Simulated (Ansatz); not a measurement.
Start from `N[SiH](S)Cl` and change one atom or group to get `N[Si](S)(Cl)C=O`.

Ansatz, PBE0-D4/def2-TZVP geometries, multiplicity 1. Each molecule was computed in one conformer, which needn't be the lowest.

| property | `N[SiH](S)Cl` |
| --- | --- |
| HOMO–LUMO gap (PBE/def2-TZVPP) / eV | 5.62 |
| LUMO energy (ωB97M-V/def2-TZVPP) / eV | 1.88 |
| HOMO energy (B3LYP/def2-TZVPP) / eV | -7.44 |
| HOMO energy (ωB97M-V/def2-TZVPP) / eV | -9.91 |
| size of the dipole moment (B3LYP/def2-TZVPP) / D | 1.48 |
| LUMO energy (PBE/def2-TZVPP) / eV | -0.84 |

What does the change do to each property? (Estimate.)

The calculation gave: 
```
                                        property  `N[Si](S)(Cl)C=O`  shift
             HOMO–LUMO gap (PBE/def2-TZVPP) / eV               2.69  -2.93
           LUMO energy (ωB97M-V/def2-TZVPP) / eV               0.47  -1.41
             HOMO energy (B3LYP/def2-TZVPP) / eV              -6.87   0.57
           HOMO energy (ωB97M-V/def2-TZVPP) / eV              -9.35   0.56
size of the dipole moment (B3LYP/def2-TZVPP) / D               1.87   0.39
               LUMO energy (PBE/def2-TZVPP) / eV              -2.92  -2.08
```

With PBE0 the HOMO rises by 0.63 eV and the LUMO falls by 1.89 eV, so the gap narrows by about 2.52 eV. PBE moves the HOMO by 0.84 eV and ωB97M-V by 0.56 eV. Dipoles are sizes alone; their direction can turn.

B3LYP here is the variant with VWN-RPA as its local correlation; programs differ in this.
